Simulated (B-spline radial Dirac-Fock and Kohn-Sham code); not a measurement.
# Auger decay of the 4s hole in Ir²⁺

System: the Ir²⁺ ion, [Xe] 4f14 5d7.

The computed values come from a B-spline atomic structure program: independent-particle radiative and Coulomb Auger rates from relativistic LDA hole-state orbitals, with Dirac-Fock energies. Kinetic energies are configuration averages from the vacuum level; the two-hole energies are estimated from single-hole states.

```
transition  kinetic energy (eV)  width (meV)  share (%)
   N1-N2O2                 2.85          642        4.6
   N1-N2O3                16.71         1160        8.4
   N1-N3O1                48.70          822        6.0
   N1-N2O5                69.87          766        5.5
   N1-N3N6                78.65         1290        9.4
   N1-N3N7                82.42         1750       12.7
   N1-N3O2                86.83          913        6.6
   N1-N3O3                101.5         1030        7.4
   N1-N3O4                153.0          516        3.7
   N1-N3O5                154.5          636        4.6
```

Coster-Kronig rates are the weakest part of this model and often come out 1.5 to 2.5 times too large. Super-Coster-Kronig decay this fast strains the one-particle picture, and such widths tend to come out too large. The listed channels hold 69 % of the non-radiative rate. Summed by principal shells, of 13.8 eV in all: NNO 66.6 %, NNN 32.3 %, NOO 1.1 %.
